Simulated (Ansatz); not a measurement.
Compare A (`C=N[SiH](C)F`) with its isomer B (`C/C(F)=N/[SiH3]`).

Calculated with Ansatz (gas phase, PBE0-D4/def2-TZVP geometries, no zero-point term in ΔE). CCSD(T)/CBS is the MP2 limit (def2-TZVPP, def2-QZVPP) plus CCSD(T) − MP2 in def2-TZVPP, frozen cores. Functionals use def2-TZVPP. B3LYP here is the variant with VWN-RPA as its local correlation; programs differ in this. Each species was taken in one conformer, which may not be the lowest.

Task: Which isomer does CCSD(T)/CBS put lower? Give the gap. (Best estimate.)

Result: Ansatz gave: A, by 193.3 kJ/mol.

Task: Give E(B) − E(A) in kJ/mol with MP2/def2-TZVPP, B3LYP-D4, B2PLYP, CCSD(T)/def2-SVP, HF/def2-TZVPP, PBE0-D4, LDA (SPW92). (Best estimate.)

Result: The calculation gave: MP2/def2-TZVPP 192.0, B3LYP-D4 179.2, B2PLYP 183.8, CCSD(T)/def2-SVP 151.4, HF/def2-TZVPP 186.8, PBE0-D4 172.0, LDA (SPW92) 153.6. None reverses the order clearly.

Task: Does the order hold for the free energy at 298.15 K (harmonic terms from PBE0-D4)? (An estimate is asked.)

Result: The calculation gave: Yes: G(B) − G(A) = +183.5 kJ/mol, for one conformer each. Modes under 60 cm⁻¹, often nearly free rotors, make the harmonic entropy too high.

Largest T1 diagnostic: 0.013.

Leaving LDA and LC-ωPBE aside and taking each functional with its dispersion term where it has one, the values, not all of them listed here, spread over 22.4 kJ/mol, from PBE-D4 to BHLYP-D4. LDA lies −9.9 kJ/mol from PBE without D4. From PBE to PBE0 (25 % exact exchange), in def2-TZVPP and without D4, E(B) − E(A) moves by +7.7 kJ/mol.
